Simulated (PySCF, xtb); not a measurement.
5-(5-fluoropyrimidin-2-yl)thiophene-2-carbaldehyde (C9H5FN2OS), SMILES C(c1sc(cc1)-c1ncc(F)cn1)=O.

GFN2-xTB run with xtb at its own geometry gives an orbital gap of 1.94 eV and a dipole moment of 3.74 D.

Geometry optimised at B3LYP-D3(BJ)/def2-SVP. The values are those of a single conformer.

What does PySCF with M06-2X/def2-SVP give? (An estimate is asked for; the answer gives what the named calculation found.)

gap 6.29 eV (levels -7.99 and -1.70 eV), dipole 3.86 D.
